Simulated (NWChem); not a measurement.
# SnNH$_{3}$O, singlet; SMILES [NH2][Sn][OH]

```xyz
6

Sn    -0.3822     0.0263     0.0000
O      0.9806     1.4952     0.0000
H      1.9009     1.2072     0.0000
N      0.9582    -1.5102     0.0000
H      1.9711    -1.4257     0.0000
H      0.6849    -2.4883     0.0000
```
Atoms are numbered in this order, from 1.

Low-valent species are run as closed-shell singlets; no triplet was tried in these runs. Geometry: optimised at PBE0/def2-SVP. Not confirmed as a minimum by frequencies. def2 effective core potentials on Sn; no spin-orbit coupling.

Symmetry labels are those of Cs in the frame above (b1 and b2, or b-type labels, depend on it).

Problem. List the 4 lowest vertical singlet excitations from PBE/def2-SVPD with def2 effective core potentials on Sn, TDA (NWChem).

Solution. 
| state | energy (eV) | oscillator strength | symmetry | leading excitation (squared amplitude) |
|---|---|---|---|---|
| S1 | 4.64 | 0.051 | a' | HOMO → LUMO (0.87) |
| S2 | 4.81 | 0.063 | a" | HOMO−1 → LUMO (0.77) |
| S3 | 5.23 | 0.007 | a" | HOMO → LUMO+1 (0.97) |
| S4 | 5.38 | 0.051 | a" | HOMO−3 → LUMO (0.78) |
